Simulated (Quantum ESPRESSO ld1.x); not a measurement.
Problem. Coherent X-ray form factor from a spherical all-electron density. Method: scalar-relativistic Kohn-Sham, revPBE, spin-unpolarised, spherical densities, point nucleus; computed with ld1.x of Quantum ESPRESSO 7.5.

sin(theta)/lambda (1/angstrom),f0 (electrons)
0.05,46.146
0.1,43.959
0.15,41.114
0.2,38.087
0.25,35.133
0.3,32.386
0.4,27.730
0.5,24.216
0.6,21.626
0.8,18.048
1,15.285
1.25,12.209
1.5,9.676
2,6.642

The species is in the configuration that NIST lists as its ground one. Which atom or ion scatters so?

Solution. Neutral silver, [Kr] 4d10 5s1. Extrapolating in s^2 from the first two rows gives f0(0) = 46.9, near the electron count 47; among species with that count, the fall with angle is slower the higher Z, and the table is that of Z = 47; from so few rows the species is fixed only to a neighbour or two.
